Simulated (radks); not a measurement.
Effect of the nuclear size on neutral cerium, [Xe] 4f1 5d1 6s2. Method: Dirac Kohn-Sham, BLYP, spin-unpolarised, spherical densities, finite nucleus; open shells are shared between the two j in proportion to 2j + 1; Fermi nuclear charge, rms radius 4.8771 fm; computed with a radial shooting solver on a logarithmic mesh with Libxc functionals. The rms radius is varied about that value; shifts are against it.

rms radius (fm)	total energy shift (eV)	density at nucleus (e/bohr^3)	1s1/2 shift (meV)	2s1/2 shift (meV)	5s1/2 shift (meV)	5p1/2 shift (meV)	6s1/2 shift (meV)	5d5/2 shift (meV)	6p1/2 (empty) shift (meV)
4.3114	-2.29	3.93e+05	-949	-116	-0.836	0.149	-0.053	0.090	0.035
4.443	-1.77	3.906e+05	-737	-90.1	-0.649	0.116	-0.041	0.070	0.027
4.8771	0	3.831e+05	0.000	0.000	0.000	0.000	0.000	0.000	0.000
5.038	0.691	3.805e+05	287	35.1	0.253	-0.045	0.016	-0.027	-0.010
6.0183	5.28	3.667e+05	2190	268	1.93	-0.344	0.122	-0.208	-0.080

Slopes of the eigenvalues against <r^2> in GHz/fm^2, as finite differences over the two radii next to the reference (eigenvalue slopes, not the field-shift constants of lines): 1s1/2 43900, 2s1/2 5360, 5s1/2 38.7, 5p1/2 -6.88, 6s1/2 2.43, 5d5/2 -4.15, 6p1/2 (empty) -1.60.
